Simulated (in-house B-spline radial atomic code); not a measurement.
Results of a calculation; reference values are marked as such.
# Two electrons in InAs: a neutral double donor

For InAs the NSM archive of the Ioffe Institute lists m* = 0.023 m0 and ε = 15.15. Real donors also feel a central-cell potential, which shifts the ground state; some double donors stay shallow and helium-like, others are deep centres that this model can't describe. In so narrow a gap the band flattens within tens of meV, so real spacings are smaller, by up to some tenths.

Effective-mass model with parabolic bands, a uniform dielectric constant, no image charges, no central-cell or spin-orbit terms. Two-electron levels come from full CI in B-splines with partial waves to l = 5 (up to 0.001 effective hartree above the limit).

Q: What are the effective units, and what is the potential in them?

A: Ha* = 27211.386 meV × 0.023/15.15² = 2.727 meV and a* = 0.0529177 nm × 15.15/0.023 = 34.86 nm. The potential is −2/r.

In these units the lowest s and p orbitals lie at -2.0000 and -0.5000, and their Coulomb and exchange integrals are J_ss = 1.2500, J_sp = 0.4856 and K_sp = 0.03414. Full CI gives -2.9034 for the ground singlet, -2.1332 for the sp triplet, -2.1238 for the sp singlet and -2.1752 for the lowest triplet of two s orbitals.

Q: What does it cost to add the second electron, to first order and exactly?

A: To first order E = 2ε_s + J_ss = -2.7500, so the charging energy E(2) − 2E(1) is J_ss = 3.408 meV. CI gives -2.9034 − 2 × (-2.0000) = 1.0966, or 2.99 meV: relaxation and correlation lower it by 0.4184 meV, 12.3 % of J_ss. The s² configuration of one-electron orbitals holds 92.5 % of the state, and the mean radius is 32.4 nm. The second electron is bound by ε_s − E = 2.464 meV, against 5.454 meV for the first.

Q: How far above the singlet do the triplets lie?

A: To first order the sp triplet lies at ε_s + ε_p + J_sp − K_sp = -2.0485, which is 1.913 meV above 2ε_s + J_ss. CI gives -2.1332 − (-2.9034) = 0.7703, or 2.1 meV, 51 % of the orbital spacing of 4.09 meV. The ss triplet lies 1.986 meV up, so the lower of the two is the ss one, and its gap equals k_BT at 23 K. The sp singlet-triplet splitting is 0.02545 meV, against 2K_sp = 0.1862 meV.
